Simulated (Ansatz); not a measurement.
CH5BClFGe, SMILES `C[B](F)[GeH2][Cl]`, 10 atoms. The species carries charge 0 and has multiplicity 1. Correlated methods include outer-core shells of Ge, which these sets cover unevenly. Scalar relativity is left out up to krypton. All runs use 4 threads of an Arm Neoverse V2 on a shared host. Correlated methods freeze the cores.

**Question.** How many basis functions does each run have, and how long does it take in Ansatz? RHF-CCSD(T)/def2-SVP energy; RKS PBE0-D4/def2-TZVPP energy; RKS ωB97M-V/def2-QZVPP energy; RKS r2SCAN0-D4/def2-TZVPP energy; direct RPA on PBE orbitals/def2-TZVPP energy; RKS PBE0-D4/def2-TZVP relaxation (25 steps); RKS LC-ωPBE/def2-TZVPP energy; RKS ωB97M-V/def2-SVP energy; RKS PBE0-D4/def2-SVP energy; RKS PBE0-D4/def2-QZVPP energy; RKS PBE0-D4/def2-TZVP frequencies; RHF-CCSD(T)/def2-TZVPP energy. (An estimate is asked.)

**Answer.** Ansatz gave: Other jobs shared the machine, so times are rough.

```
                                level                    job  functions  wall time  peak host memory (GiB)
                 RKS PBE0-D4/def2-SVP                 energy        117      1.2 s                    0.54
               RKS LC-ωPBE/def2-TZVPP                 energy        253      2.6 s                    0.54
               RKS PBE0-D4/def2-TZVPP                 energy        253      3.1 s                    0.75
                 RKS ωB97M-V/def2-SVP                 energy        117      4.5 s                    0.54
direct RPA on PBE orbitals/def2-TZVPP                 energy        253        5 s                     0.6
            RKS r2SCAN0-D4/def2-TZVPP                 energy        253      5.5 s                    0.78
                 RHF-CCSD(T)/def2-SVP                 energy        117      7.5 s                    0.62
               RKS PBE0-D4/def2-QZVPP                 energy        480        9 s                     2.1
               RKS ωB97M-V/def2-QZVPP                 energy        480       19 s                     2.4
                RKS PBE0-D4/def2-TZVP  relaxation (25 steps)        208       87 s                    0.64
                RKS PBE0-D4/def2-TZVP            frequencies        208    2.3 min                    0.63
               RHF-CCSD(T)/def2-TZVPP                 energy        253    3.4 min                     5.7
```

LC-ωPBE has ω = 0.4 bohr⁻¹.
